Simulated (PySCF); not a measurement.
A side-by-side comparison of computed properties.

First species: C₇H₁₇O₅P.
InChI=1S/C7H17O5P/c1-7(8)5-4-6-12-13(9,10-2)11-3/h7-8H,4-6H2,1-3H3/t7-/m0/s1

Second species: CH5BO3.
SMILES: `OCB(O)O`

Levels: CAM-B3LYP/def2-SVPD for HOMO energy, LUMO energy, HOMO–LUMO gap and static isotropic polarisability; TDDFT CAM-B3LYP/def2-SVPD for lowest singlet excitation; TDA CAM-B3LYP/def2-SVPD for lowest triplet excitation (Tamm–Dancoff). Geometries: PBE0-D3(BJ)/def2-SVP. Each species is one conformer at its optimised geometry, gas phase, non-relativistic unless stated. Electronic properties by PySCF.

Dipoles, sizes and rotational constants follow the conformer. The torsions of the flexible species, by atom-mapped SMILES:
- `[OH:1][CH2:2][B:3]([OH:4])[OH:5]`: O1–C2–B3–O4 -171°, H–O1–C2–B3 81°, H–O4–B3–C2 2°, H–O5–B3–C2 2°

The conformers of `COP(=O)(OC)OCCC[C@H](C)O` aren't listed.

```tsv
property	column X	column Y
HOMO energy	-9.51 eV	-9.53 eV
LUMO energy	1.01 eV	0.42 eV
HOMO–LUMO gap	10.52 eV	9.95 eV
lowest singlet excitation	7.20 eV	6.63 eV
lowest triplet excitation (Tamm–Dancoff)	6.91 eV	6.33 eV
static isotropic polarisability	126.3 au	39.8 au
```

Question: Which column belongs to which species?

Answer: Column X is the first species and column Y the second. The first has 30 atoms and 114 electrons, the second 10 and 40.

Question: How does each property change from the first species to the second?

Answer: HOMO energy -0.02 eV; LUMO energy -0.59 eV; HOMO–LUMO gap -0.57 eV; lowest singlet excitation -0.57 eV; lowest triplet excitation (Tamm–Dancoff) -0.58 eV; static isotropic polarisability -86.5 au.

On the first: No computed singlet falls in the visible range (750 to 380 nm, 1.65 to 3.26 eV); S1 lies 3.94 eV above its blue end. The principal polarisabilities are 114.1, 118.7 and 145.9 au; their mean is the isotropic value.

On the second: In wavenumbers S1 is 53400 cm⁻¹ (1 eV = 8065.54 cm⁻¹). S1 lies 3.32 eV below the HOMO–LUMO gap; its leading configuration is HOMO→LUMO, weight 0.64.
